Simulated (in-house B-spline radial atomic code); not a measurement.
RPA and G0W0 on CAM-B3LYP: the silicon ion Si²⁺

Configuration [Ne] 3s2, mean-field start CAM-B3LYP. Computed with a B-spline radial code for spherical atoms: all electrons, non-relativistic, point nucleus, each spin shell either full or empty, empty states to l = 9 with an (l + 1/2)⁻⁴ tail; G0W0 by contour deformation at full frequency.

Command:
```bash
python run_gw.py task.json out
```
Settings (radii: box in bohr, nucleus in fm):
```
Z                        14
electrons                12
configuration            [Ne] 3s2
hamiltonian              nr
method                   camb3lyp
lmax                     9
spin_polarised           False
box_radius               17.55
intervals                49
ion_configuration        [Ne] 3s1
```

Cost of the run: 3.1 s on 1 thread of Arm Neoverse N1 (shared host).

Energies (hartree):

```tsv
term	value
mean-field total	-288.48712
Hartree-Fock functional on these orbitals	-287.98848
direct second order	-0.77973
second-order exchange	0.28046
SOSEX correction	0.25402
```

Problem. What is the RPA correlation energy, and what remains with SOSEX?

Solution. RPA gives -0.68871 hartree (-1.56 eV per electron); RPA + SOSEX gives -0.43469, and the second-order doubles -0.49927 hartree (no singles). RPA lacks exchange-type terms and so overcorrelates at short range.

Quasi-particle levels (eV):

| level | occupied | mean field | Σx - vxc | Σc | QP weight | G0W0 |
| --- | --- | --- | --- | --- | --- | --- |
| 3s | yes | -31.13 | -0.99 | ? | ? | ? |
| 2p | yes | -123.41 | -13.68 | 4.28 | 0.874 | -132.81 |
| 3p | no | -18.188 | 2.93 | -1.33 | 0.950 | -16.588 |

G0W0 = mean field + (Σx - vxc) + Σc, with Σc (partial-wave tail included) taken at the quasi-particle energy. Levels of low weight are left out.

Problem. Where does G0W0 put 3s?

Solution. At -33.65 eV, with Σc = -1.52 eV and a quasi-particle weight of 0.954. The tabulated removal energy is 33.493 eV (NIST, measured); the calculation leaves out relativity, Breit and QED terms, and what these don't explain is the method's own error.

Problem. What does it cost to remove one electron (to [Ne] 3s1) by differences of total energies, each species on its own start (correlation terms add to the Hartree-Fock functional)?

Solution. CAM-B3LYP 33.54 eV, Hartree-Fock functional 31.94 eV, + RPA 33.53 eV, + RPA + SOSEX 33.12 eV, + second order 33.51 eV. Tabulated: 33.493 eV (NIST, measured); the calculation leaves out relativity, Breit and QED terms, and what these don't explain is the method's own error.
